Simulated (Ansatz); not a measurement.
Consider the formal exchange of groups at a Te–C bond: `NC([TeH])[SiH2]F` + `C[SiH2]F` → `F[SiH2]C[TeH]` + `NC[SiH2]F`.

Program: Ansatz. Geometries: PBE0-D4/def2-TZVP. ΔE: electronic, gas phase. CCSD(T)/CBS adds triple-zeta CCSD(T) − MP2 to the extrapolated MP2 energy (def2 sets, frozen cores). DFT in def2-TZVPP. def2 core potentials past Kr. For Te outer-core shells are correlated without core-valence functions, which leaves a few kJ/mol of doubt a bond. Each species was taken in one conformer, which may not be the lowest.

`NC([TeH])[SiH2]F`:

Cartesian coordinates in Å:
```
N 0.285 0.267 1.578
C -0.193 -0.470 0.473
Te -2.245 0.037 -0.299
Si 0.791 -0.362 -1.112
F 2.343 -0.671 -0.847
H 0.482 1.235 1.365
H -0.316 0.222 2.390
H -0.347 -1.518 0.744
H -1.807 1.610 -0.585
H 0.288 -1.372 -2.066
H 0.719 1.021 -1.642
```

`C[SiH2]F`:

Z-matrix (Å, degrees):
```
C
Si 1 1.853
H 1 1.094 2 110.1
H 1 1.092 2 111.0 3 -119.6
H 1 1.092 2 111.1 3 119.7
F 2 1.604 1 109.4 3 179.8
H 2 1.485 1 111.5 3 61.3
H 2 1.485 1 111.5 3 -61.7
```

`F[SiH2]C[TeH]`:

```xyz
9

F    -1.509    0.792    0.953
Si   -1.000   -0.442    0.068
C     0.629   -0.010   -0.707
Te    2.103    0.530    0.765
H    -0.857   -1.622    0.952
H    -2.038   -0.678   -0.968
H     0.556    0.786   -1.448
H     1.040   -0.897   -1.197
H     1.076    1.540    1.584
```

`NC[SiH2]F`:

```xyz
10

N     1.151   -0.851   -0.307
C    -0.245   -0.468   -0.508
Si   -0.481    1.065    0.538
F    -2.035    1.462    0.617
H     1.289   -1.258    0.609
H     1.458   -1.532   -0.989
H    -0.386   -0.184   -1.555
H    -0.987   -1.249   -0.290
H    -0.014    0.799    1.924
H     0.251    2.217   -0.039
```

```
             level  ΔE (kcal/mol)  difference from CCSD(T)/CBS
            PBE-D4            8.4                          3.6
         r2SCAN-D4            7.6                          2.8
            r2SCAN            7.5                          2.7
     HF/def2-TZVPP            0.9                         -3.9
    MP2/def2-TZVPP            5.6                          0.8
SCS-MP2/def2-TZVPP            4.3                         -0.5
   CCSD/def2-TZVPP            3.5                         -1.3
    MP2/def2-QZVPP            5.7                          0.9
SCS-MP2/def2-QZVPP            4.4                         -0.4
    CCSD/CBS(def2)            3.7                         -1.1
       CCSD(T)/CBS            4.8                            0
```

Largest T1 diagnostic among the species: 0.012.

In def2-TZVPP, CCSD(T) changes the Hartree–Fock value by +3.7 kcal/mol (the triples alone add +1.1 kcal/mol) and MP2 by +4.7 kcal/mol. The D4 term adds +0.9 kcal/mol with B3LYP and +0.5 kcal/mol with PBE0; it sums over pairs of atoms, weighted by their polarisabilities, and B3LYP, whose exchange is more repulsive, gets the larger term.

B3LYP here is the variant with VWN-RPA as its local correlation; programs differ in this.
